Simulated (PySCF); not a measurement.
Coordinates in bohr (charge 0 multiplicity 6):
```
Mn    0.0000    0.0000    0.0000
Cl    4.1407    0.0000    0.0000
Cl   -4.1407    0.0000    0.0000
```

All numbers come from PySCF, UB3LYP, basis Mn def2-SVP, Cl def2-SVP (no relativity, density fitting).

This geometry of MnCl₂ is a stationary point at this level.

(1) What is the point group?

(2) Is it a minimum?

(3) Which band is strongest in the infrared?

(4) Give the atomic charges and bond orders.

(5) Give the ideal-gas entropy at 298.15 K and 1 bar by parts.

## Answers

(1) D∞h.

(2) Yes: all harmonic wavenumbers are real.

(3) 489 cm⁻¹ (σu+), 141 km/mol.

(4) 
```csv
atom,Mulliken,Löwdin,polar tensor,spin (Mulliken),Mayer order to Mn1
Mn1,0.72,0.46,1.28,4.93,–
"Cl2,3",-0.36,-0.23,-0.64,0.04,1.05
```

(5) translation 169.1, rotation 71.8, vibration 43.8, spin 14.9; total 299.5 J/(mol K).

Other isomers or separated fragments may lie lower. Other spin states or occupations of the open shell can lie lower.
